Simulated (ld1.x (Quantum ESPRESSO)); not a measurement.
**Varying the TM potential for Cl (Z = 17)**

Base potential:

ld1.x (Quantum ESPRESSO) 7.5 input, shortened:

```
&input
   title='Cl', zed=17., rel=1, dft='PBESOL', iswitch=3,
   config='[Ne] 3s1.5 3p5.5 3d-2'
 /
 &inputp
   pseudotype=2, tm=.true., lloc=-1, rcloc=1.20,
   nlcc=.false.
 /
3
3S  1  0   1.50   0.00  0.90  0.90  0.0
3P  2  1   5.50   0.00  1.50  1.50  0.0
3D  3  2  -2.00   0.25  1.40  1.40  0.0
 &test
   configts(1)='3s1.5 3p5.5'
 /
```

Cutoffs, loose and tight: the cutoffs (Ry, on a coarse ladder) from which the occupation-weighted sum of valence levels, in a spherical-Bessel basis at the reference potential, stays within 10 and 1 mRy of its value at 400 Ry. They do not see the model core or the augmentation charge, which bear on the density cutoff. Test errors are all-electron minus pseudo excitation energies from the reference, over the configurations 3s2 3p5; 3s2 3p4; 3s2 3p3; 3s2 3p1; 3s2 3p4.5; 3s1 3p6; 3s2 3p2. A dash means not determined; rows that change the core or the reference have their own tests.

```csv
change,outcome,"cutoff, loose","cutoff, tight",bound ghosts,largest test error (meV)
base,generated,100 Ry,300 Ry,none,+497
core correction a·sin(br)/r model core inside 0.42 bohr,generated,100 Ry,300 Ry,none,+314
core correction a·sin(br)/r model core inside 0.62 bohr,generated,100 Ry,300 Ry,none,+319
core correction a·sin(br)/r model core inside 0.72 bohr,generated,100 Ry,300 Ry,none,+326
core correction a·sin(br)/r model core inside 0.92 bohr,generated,100 Ry,300 Ry,none,+334
core correction a·sin(br)/r model core inside 1.02 bohr,generated,100 Ry,300 Ry,none,+354
```
